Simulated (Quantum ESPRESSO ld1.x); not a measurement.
Q: These are the eigenvalues of the occupied orbitals of an atom or ion with whole-number occupations (eV). All-electron calculation, Dirac Kohn-Sham, relativistic LDA (MacDonald-Vosko exchange, VWN5 correlation), spin-unpolarised, spherical densities, point nucleus. Program: ld1.x of Quantum ESPRESSO 7.5.

1s1/2: -8164.98
2s1/2: -971.889
2p1/2: -848.980
2p3/2: -831.605
3s1/2: -105.173
3p1/2: -67.7118
3p3/2: -65.5266
3d3/2: -5.0561
3d5/2: -4.8368
4s1/2: -4.7164

Which element is it, and in what charge state? The configuration may be excited. Open shells, if any, fill j = l - 1/2 first.

A: Z = 28, nickel, charge 0: Ni in [Ar] 3d9 4s1. The list shows which subshells hold electrons but not how many an open one holds; the 1s level, -300.06 hartree, gives Z - s = 24.5 by -(Z - s)^2/2, which with screening and relativity narrows Z to a few neighbours, and the depths of the outer levels then fix element, charge and occupations together.
